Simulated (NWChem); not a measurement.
Species: C2H3F3Si; SMILES C=C[Si](F)(F)F

```xyz
9

C      0.0021     2.4080    -0.0013
C      0.7663     1.3090    -0.0080
Si     0.0231    -0.3627     0.0000
F      0.4150    -1.2207    -1.2969
F      0.4802    -1.2358     1.2649
F     -1.5772    -0.2548     0.0398
H     -1.0913     2.3491     0.0100
H      0.4364     3.4135    -0.0064
H      1.8578     1.4139    -0.0181
```
Atoms are numbered in this order, from 1.

Program: NWChem. Medium grid unless said otherwise, to which SCAN and Minnesota functionals are sensitive. The geometry was optimised at PBE0/def2-SVP. Hybrids' shares of exact exchange are those that their runs print; pure functionals count as 0. The functionals differ in more than this share.

```csv
row,share of exact exchange,highest occupied level (eV)
PBE/def2-SVP,0.00,-7.64
M06-L/def2-SVP,0.00,-7.92
B3LYP/def2-SVP,0.20,-8.58
PBE0/def2-SVP,0.25,-8.90
M06/def2-SVP,0.27,-8.94
PW6B95/def2-SVP,0.28,-8.97
Hartree-Fock/def2-SVP,1.00,withheld
```

### Question
Fit a straight line of the last column on the one before it, predict the withheld value, and compare with the run.

### Answer

1. Means of the 6 shown rows: x = 0.167, y = -8.492. Slope Σ(x − x̄)(y − ȳ)/Σ(x − x̄)² = -0.3747/0.08713 = -4.301; intercept -7.775.
2. The shown rows scatter about the line by 0.086 (root mean square); the largest residual is -0.14, at M06-L/def2-SVP.
3. At x = 1.00 (Hartree-Fock/def2-SVP; beyond the shown range) the line gives -12.08.
4. The run gives -11.45, +0.63 from the line, 7.3 times the scatter.
